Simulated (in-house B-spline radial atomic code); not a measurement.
Configurations of Ho3+, with energies counted from [Xe] 4f10. Level of theory: scalar-relativistic (X2C) B3LYP, spin-polarised, spherical fractional occupations, Fermi nucleus of rms radius 5.2022 fm; calculated with an all-electron radial atomic-structure program (B-spline basis). Shells without spins written out take the highest spin.

Caution: exact exchange at fractional occupations of open shells leaves self-interaction of up to several eV.

Occupations are held fixed; configurations that lie above the ionisation limit could autoionise.

```csv
configuration,E - E(ref) (eV),highest orbital,its <r> (bohr)
"[Xe] 4f(4 up, 6 down)",5.3683,4f up,0.7956
[Xe] 4f9 5d1,9.6103,5d up,2.025
[Xe] 4f9 6d1,25.962,6d up,4.618
[Xe] 4f9 6f1,32.326,6f up,7.352
"[Kr] 4d10 4f(3 up, 7 down) 5s2 5p(2 up, 3 down) 6f(0 up, 1 down)",52.619,6f down,7.394
[Kr] 4d9 4f10 5s2 5p6 6p1,181.39,6p up,3.407
"[Kr] 4d(5 up, 4 down) 4f(5 up, 5 down) 5s2 5p6 5f(1 up, 0 down)",201.02,5f up,4.217
```

Task: Order these further configurations by energy, lowest first.
A. [Kr] 4d9 4f10 5s2 5p6 5f1
B. [Xe] 4f(5 up, 5 down)
C. [Kr] 4d9 4f10 5s2 5p6 6f1
D. [Kr] 4d10 4f10 5s2 5p5 5d1
E. [Kr] 4d9 4f10 5s2 5p6 6s1

Result: B (7.1621 eV), D (30.207 eV), E (174.79 eV), A (190.77 eV), C (195.48 eV).

Task: How far above the reference does [Kr] 4d10 4f(4 up, 6 down) 5s2 5p(2 up, 3 down) 6d(1 up, 0 down) lie?

Result: 52.255 eV; its least bound orbital is 6d up with <r> = 4.703 bohr.

Task: How far above the reference does [Kr] 4d9 4f10 5s2 5p6 6d1 lie?

Result: 189.1 eV; its least bound orbital is 6d up with <r> = 4.611 bohr.

Task: How far above the reference does [Xe] 4f(5 up, 4 down) 6d(1 up, 0 down) lie?

Result: 37.255 eV; its least bound orbital is 6d up with <r> = 4.631 bohr.
